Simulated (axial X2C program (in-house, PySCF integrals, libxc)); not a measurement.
# TcF⁺: cheaper levels and CCSD(T), two-component

Calculated with an in-house all-electron X2C program for linear molecules (integrals from PySCF). Two-component (2c) means X2C with spin–orbit coupling and atomic mean-field two-electron Coulomb and Gaunt terms. Basis: Tc dyall-cv3z [12s12p8d5f3g], F dyall-av3z [7s6p3d2f] (cores contracted in-house); Gaussian nuclei, density fitting, unrestricted open shells. Masses: Tc 98.907 u, F 18.998 u.

State: Ω = 5/2 (⟨Sz⟩ = 2.50, ⟨Lz⟩ = 0.00 at HF); fragments Tc+ + F.

```
level  Re (Å)  ωe (cm⁻¹)  De (eV)
 PBE0   1.838      690.6     4.07
   HF   1.885      663.3     1.70
  MP2   1.866      660.4     4.13
 CCSD   1.866      670.7     3.69
B97-3   1.848      676.5     4.32
```

Correlated methods: 13 electrons correlated (number of frozen shells: Tc 4 s, 3 p, 1 d; F 1 s), 281 virtual spin orbitals or spinors in MP2, 90 natural virtuals in coupled cluster.

CCSD(T), same Hamiltonian and basis:

Re = 1.867 Å, ωe = 666.8 cm⁻¹, De = 3.86 eV; T1 = 0.022 (Lee–Taylor normalisation).

Problem. Give the differences from CCSD(T) in the columns below.

Solution. 

```tsv
level	ΔRe (Å)	Δωe (cm⁻¹)	ΔDe (eV)
PBE0	-0.029	24	0.21
HF	0.018	-4	-2.16
MP2	-0.001	-6	0.27
CCSD	-0.001	4	-0.17
B97-3	-0.019	10	0.46
```

The state is a single determinant with fixed occupations, the lowest that a limited PBE0 search found. De is counted from the lowest determinant-based energies of the atoms at the same level, without counterpoise correction. Density functionals use the spin component along the axis (collinear). CCSD and (T) use frozen natural virtuals with an MP2 correction for the truncation; (T) itself is uncorrected, so its De runs slightly low. In 2c an atomic determinant is not the ground J level, so De misses part of the atomic spin–orbit lowering. This holds for PBE0, B97-3. Without a current term, density functionals place determinants with orbital angular momentum somewhat too high. With several unpaired electrons one determinant need not be a pure state. This is the top spin component of a Σ state; components of lower Ω are not single determinants and can lie lower.
